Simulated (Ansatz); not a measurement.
Born–Oppenheimer molecular dynamics of Cl2FH4N2Ta (10 atoms, charge 0, multiplicity 1). It starts from a relaxed structure.

Level of theory: RKS PBE-D4/def2-SVP in Ansatz.

* ensemble: NVT, Nosé–Hoover chain
* time step: 0.5 fs
* steps asked: 150
* set temperature: 300 K
* thermostat: time constant 50 fs, chain length 5
* masses: H 10 u
* seed: 715454

First frame:

```xyz
10
Properties=species:S:1:pos:R:3
Ta 0.198 0.000 -0.051
N 2.143 -0.135 0.058
H 2.634 -0.241 0.954
H 2.802 -0.135 -0.726
Cl -0.722 0.097 2.119
N -0.236 0.084 -1.988
H -0.526 -0.716 -2.560
H -0.466 0.974 -2.446
F -0.070 1.886 -0.193
Cl -0.417 -2.281 -0.237
```

Task: How far do the bonds stretch over the last three quarters of this one trajectory? (Pairs bonded in most of those frames.)

Result: 
```tsv
bond	mean (Å)	spread (Å)	shortest	longest
Ta1–N2	1.954	0.029	1.92	1.99
Ta1–Cl5	2.369	0.011	2.35	2.38
Ta1–N6	1.989	0.024	1.96	2.03
Ta1–F9	1.912	0.011	1.89	1.93
Ta1–Cl10	2.376	0.005	2.37	2.38
N2–H3	1.026	0.014	1.00	1.05
N2–H4	1.027	0.013	1.00	1.05
N6–H7	1.029	0.015	1.00	1.05
N6–H8	1.026	0.016	1.00	1.05
```

Mean temperature of the second half: 140 K. The conserved energy stayed within 0.024 meV per atom of its start (net change 0.0097 meV per atom), so the integration is sound. The mean temperature of the second half is 53 % below the set value. A run of 0.075 ps of so small a system gives no equilibrium averages.

Run time: 2.5 min on 4 threads of Intel(R) Xeon(R) 6975P-C (Granite Rapids), with other jobs on the host, peak memory 0.21 GiB.
